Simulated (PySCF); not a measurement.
C6H8F2.
Numbering: `[CH2:1]=[CH:2][C:3](=[CH2:4])[C@@H:5]([F:6])[CH2:7][F:8]` (hydrogens: H9, H10 on C1; H11 on C2; H12, H13 on C4; H14 on C5; H15, H16 on C7)

All values: PBE0/def2-SVPD (PySCF, non-relativistic), on one gas-phase PBE0-D3(BJ)/def2-SVP geometry that isn't relaxed in the solvent. The solvent is an IEF-PCM continuum (cavity from Bondi-type radii × 1.2). The model holds no explicit solvent molecules, cavitation or dispersion.

Gas phase at PBE0/def2-SVPD: HOMO -7.23 eV, LUMO -1.37 eV, dipole 2.83 D.

Question: What does the continuum do to the energy, the frontier levels and the dipole at PBE0/def2-SVPD in chloroform and tetrahydrofuran?

Answer: 
| solvent | ε | E(solvent) − E(gas) (kJ/mol) | polarisation term (kJ/mol) | distortion of the solute (kJ/mol) | HOMO (eV) | LUMO (eV) | dipole (D) |
| --- | --- | --- | --- | --- | --- | --- | --- |
| chloroform | 4.711 | -15.77 | -17.29 | 1.52 | -7.05 | -1.18 | 3.30 |
| tetrahydrofuran | 7.426 | -18.15 | -20.19 | 2.04 | -7.03 | -1.16 | 3.38 |

Polarisation term: ½ Σ q·V over the induced surface charges. Distortion: the rise of the solute's own energy as its density leaves the gas-phase optimum. From chloroform to tetrahydrofuran the lowering changes by a factor 1.15, Onsager's factor (ε − 1)/(2ε + 1) by 1.14 and ε itself by 1.6.

Question: Which radius a makes the point-dipole formula ΔE = −[(ε − 1)/(2ε + 1)]·μ²/a³ give the value in tetrahydrofuran, with the gas-phase dipole?

Answer: μ = 1.113 au and |ΔE| = 0.00691 Eh give a = 2.21 Å; the farthest nucleus lies 3.25 Å from the centroid of the nuclei, so such a sphere wouldn't even hold the nuclei. The formula assumes a rigid point dipole at the centre of a sphere.

Question: How does the static polarisability (PBE0/def2-SVPD, frozen core, with the continuum's full static response) change?

Answer: 
| medium | isotropic (au) | principal values (au) | ⟨r²⟩ of the electrons (bohr²) |
| --- | --- | --- | --- |
| gas | 77.8 | 55.9, 75.1, 102.3 | 1057.4 |
| chloroform | 97.5 | 69.0, 89.2, 134.3 | 1057.3 |
| tetrahydrofuran | 101.1 | 71.7, 91.4, 140.1 | 1057.3 |

The isotropic value in tetrahydrofuran is 1.30 times the gas-phase one; no cavity-field correction is applied. ⟨r²⟩ is taken about the centre of nuclear charge.

The values belong to the conformer `[CH2:1]=[CH:2][C:3](=[CH2:4])[C@@H:5]([F:6])[CH2:7][F:8]`: C1–C2–C3–C4 177°, C2–C3–C5–F6 162°, C3–C5–C7–F8 170°.
